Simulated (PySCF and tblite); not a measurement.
C₆H₆FNO, numbered as in [CH3:1][O:2][c:3]1[cH:4][n:5][cH:6][c:7]([F:8])[cH:9]1. The ensemble was built from 60 distance-geometry starts (ETKDG and KDG, MMFF94s, GFN2-xTB) and rests on GFN2-xTB geometries. Weights use PBE0-D3(BJ)/pcSseg-1 energies plus GFN2-xTB zero-point and thermal terms (modes under about 100 cm⁻¹ blended into free rotors). Symmetry numbers and mirror images are counted. Conformers within 2.5 kcal/mol (GFN2-xTB free energy) were kept, 3 at most. GIAO shieldings: PBE0/pcSseg-1. Shifts are against TMS (¹H), TMS (¹³C), CFCl3 (¹⁹F), NH3 (¹⁵N) at the same level. (PySCF 2.14, tblite 0.8.)

Torsions listed: C1–O2–C3–C4.

Two conformers hold nearly all the population. I: 0°; δ(C4) = 131.45 ppm. II: 180°; δ(C4) = 141.93 ppm. The average over the ensemble at 298.15 K is 137.39 ppm.

What populations and free-energy difference follow from a two-state model?

p(I) = (137.39 − 141.93)/(131.45 − 141.93) = 0.43, so K = p(II)/p(I) = 1.31 and G(II) − G(I) = −RT ln K = -0.16 kcal/mol. The weights computed directly are 43.3 % and 56.7 %.


¹⁵N shifts are against a computed isolated NH3 molecule, about 20 ppm from the liquid.

Conformer gaps in pcSseg-1 on xTB geometries can be 2 kcal/mol off for S=O, P=O and other polar bonds.